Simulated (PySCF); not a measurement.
AsH₃, SMILES [AsH3] (connectivity only; charge and spin as stated), charge +1, multiplicity 2.

The structure is a stationary point at r2SCAN-D4/def2-TZVPD. The multiplicity is an assumed one; other spin states were not compared.

Calculation: r2SCAN-D4/def2-TZVPD run with PySCF.

Frequencies are harmonic and unscaled.

Modes within 1.5 cm⁻¹ of each other (mostly degenerate sets) share a row, with their intensities summed.

| mode | ν (cm⁻¹) | IR (km/mol) | moving atoms (share of kinetic energy) |
|---|---|---|---|
| 1 | 661 | 4.0 | H 96 % |
| 2–3 | 924 | 10.1 | H 98 % |
| 4 | 2286 | 8.3 | H 100 % |
| 5–6 | 2355 | 62.7 | H 98 % |
